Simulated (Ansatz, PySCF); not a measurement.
Pulling on the Si1–I3 bond in FISi (SMILES F[Si]I) (multiplicity 1 held, fragments rigid). Energies count from the point at 2.513 Å.
Geometry at that point (charge 0, multiplicity 1):
```tsv
atom	x (Å)	y (Å)	z (Å)
Si	0.7254	1.0195	1.1889
F	1.1609	2.1637	0.1435
I	-0.3888	-0.6367	-0.3384
```

Restricted levels (R-, RO-) in cc, def2 and unpolarised 6-31G sets keep to the state of the molecule at rest. U- levels take the lowest unrestricted solution at each point, which mixes spins at long bonds. Active spaces are followed from a long bond inwards. Levels need not reach the same state.

Correlated levels freeze the cores. Filled d and f shells under p-block atoms count as core. Rows in 3-21G carry no dispersion term and start afresh at each structure; the Pople sets are all-electron and without relativity.

Programs: Ansatz (a first-principles code); PySCF for 3-21G rows. Each number belongs to the level named beside it. In def2 rows elements past Kr take small-core potentials, without spin–orbit coupling.

Energies in kJ/mol.

```
R (Å)  R-HF/3-21G  U-HF/def2-TZVPP  R-r2SCAN/def2-TZVPP  U-MP2/def2-TZVPP  FIC-MRCISD+Q on CASSCF(6,4)/def2-TZVPP
-----  ----------  ---------------  -------------------  ----------------  --------------------------------------
2.011         333              225                  212               222                                     218
2.262          81               36                   33                37                                      34
2.513           0                0                    0                 0                                       0
2.765         -10               23                   24                21                                      23
3.016          12               68                   68                68                                      68
3.393          70              141                  140               169                                     141
3.770         135              181                  202               255                                     204
4.398         230              204                  275               303                                     273
5.027         300              209                  316               315                                     297
5.781         354              211                  341               318                                     304
6.786         394              211                  355               319                                     304
8.043         433              211                  362               319                                     305
```

Doubts at one or more of the structures used: a restricted determinant that unrestricted orbitals would lower (R-HF/3-21G, R-r2SCAN/def2-TZVPP); a spin-contaminated determinant (U-HF/def2-TZVPP, U-MP2/def2-TZVPP); active orbitals that take no part (FIC-MRCISD+Q on CASSCF(6,4)/def2-TZVPP).
